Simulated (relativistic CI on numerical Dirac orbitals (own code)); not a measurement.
These numbers are calculated, not measured: Dirac-Coulomb-Breit CI, orbitals from a KLI potential per configuration, a model potential for QED, valence Slater integrals scaled by 0.85, configuration energies shifted to the measured levels that pair with them (semi-empirical) (own radial code, finite nucleus).

Configurations in the expansion (outside the closed core [Kr]): 4d10.5s2, 4d10.5s.5p, 4d10.5p2, 4d10.5s.5d, 4d10.5s.6s, 4d10.5d2, 4d10.5s.5f, 4d10.5s.5g, 4d10.5p.5d, 4d10.4f2, 4d10.5s.4f, 4d10.4f.5p, 4d10.5s.6p, 4d10.5f2, 4d10.5s.6d, 4d10.5s.7s, 4d10.5p.5f, 4d9.5s2.4f, 4d10.5g2, 4d10.5p.6s, 4d10.5s.7p, 4d10.5p.5g, 4d9.5s.5p2, 4d8.5s2.5p2, 4d10.4f.5d, 4d10.5s.7d, 4d10.5s.6f, 4d9.5s2.5p, 4d10.5d.5f, 4d9.5s.5p.6s. Levels of other configurations are missing.

Configurations whose levels could be paired with our table of measured levels were shifted onto them, all but the ground configuration, by the median error of their levels; single terms can still be off by 1,000 to 2,000 cm⁻¹ or more, and rates follow the energies as ν³ (E1, M1) or ν⁵ (E2). The others borrow a shift and can be off by several thousand cm⁻¹ or more. Levels and lines within the n = 5 or 6 shells can be off by up to 10 % or somewhat more, and those that change n by about 2 %, since core polarisation is missing. 9 of the 9 excited levels that our extract of the measured tables holds in this range could be paired (the sources list more); they are missed by 344 cm⁻¹ on average and 1096 at most, after the shifts were fitted to these levels, and levels without a partner can miss by more.

Outline of the computed level scheme of Te V. Lowest level of each configuration: 4d10.5s2 1S_0 at 0.0000 eV; 4d10.5s.5p 3P°_0 at 9.2223 eV; 4d10.5p2 3P_0 at 21.9878 eV; 4d10.5s.5d 3D_1 at 26.7380 eV; 4d10.5s.6s 3S_1 at 29.8600 eV; 4d10.5s.4f 3F°_2 at 32.3633 eV; 4d10.5s.6p 3P°_0 at 33.8090 eV; 4d10.5p.5d 3F°_2 at 37.0587 eV; 4d10.5s.6d 3D_1 at 40.1459 eV.

Some strong electric-dipole decays among the lowest 39 levels: 4d10.5s.5d 1D_2 → 4d10.5s.5p 1P°_1 (1.2e+10 s⁻¹); 4d10.5s.5d 3D_3 → 4d10.5s.5p 3P°_2 (8.3e+09 s⁻¹); 4d10.5s.6s 1S_0 → 4d10.5s.5p 1P°_1 (7.4e+09 s⁻¹); 4d10.5s.5d 3D_2 → 4d10.5s.5p 3P°_1 (6.7e+09 s⁻¹); 4d10.5p2 1S_0 → 4d10.5s.5p 1P°_1 (5.9e+09 s⁻¹); 4d10.5s.5d 3D_1 → 4d10.5s.5p 3P°_0 (5.2e+09 s⁻¹); 4d10.5s.5p 1P°_1 → 4d10.5s2 1S_0 (5.1e+09 s⁻¹); 4d10.5s.6s 3S_1 → 4d10.5s.5p 3P°_2 (4.9e+09 s⁻¹).

LS names give the leading component of a level, which can be under half, so a name can repeat, a term be missing and a line seem to break the LS rules.
